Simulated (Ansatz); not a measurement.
The same atomization along the group F, Cl, Br, I.

Calculated with Ansatz (gas phase, PBE0-D4/def2-TZVP geometries, no zero-point term in ΔE). CBS: MP2 limit from def2 TZ/QZ plus the TZ coupled-cluster correction, frozen cores. This one scheme is used for every species, atoms too. DFT in def2-TZVPP. B3LYP here is the variant with VWN-RPA as its local correlation; programs differ in this. Open shells (•) are unrestricted, without spin–orbit coupling. Spin–orbit coupling would lower the free atoms: a little for Cl, F; clearly for Br, Ga; strongly for I. Elements past krypton have def2 core potentials. For Br, Ga, I outer-core shells are correlated without core-valence functions, so the limit isn't a true one: a few kJ/mol of doubt a bond, and 10 to 20 or more in all where bonds break to atoms. Scalar relativity is left out up to krypton.

```json
{"reaction": "`[F][GaH][F]` → Ga• + H• + 2 F•", "r2SCAN-D4 (kcal/mol)": "298.6", "B3LYP-D4 (kcal/mol)": "290.4"}
{"reaction": "`[Cl][GaH][Cl]` → Ga• + H• + 2 Cl•", "r2SCAN-D4 (kcal/mol)": "249.3", "B3LYP-D4 (kcal/mol)": "237.4"}
{"reaction": "`[Br][GaH][Br]` → Ga• + H• + 2 Br•", "r2SCAN-D4 (kcal/mol)": "228.7", "B3LYP-D4 (kcal/mol)": "216.5"}
{"reaction": "`[I][GaH][I]` → Ga• + H• + 2 I•", "r2SCAN-D4 (kcal/mol)": "200.8", "B3LYP-D4 (kcal/mol)": "191.1"}
```

(1) Give the CCSD(T)/CBS values in the same order. (Best estimate.)

Largest T1 diagnostic: 0.015, for `[F][GaH][F]`.

## Answers

(1) Ansatz gave: 299.7, 246.8, 228.1, 203.0 kcal/mol.

For atomizations the MP2-based limit and the directly extrapolated one differ by several kJ/mol either way, and by 10 to 25 for some Ge, Se and Sn compounds, so smaller differences from it don't rank the levels.
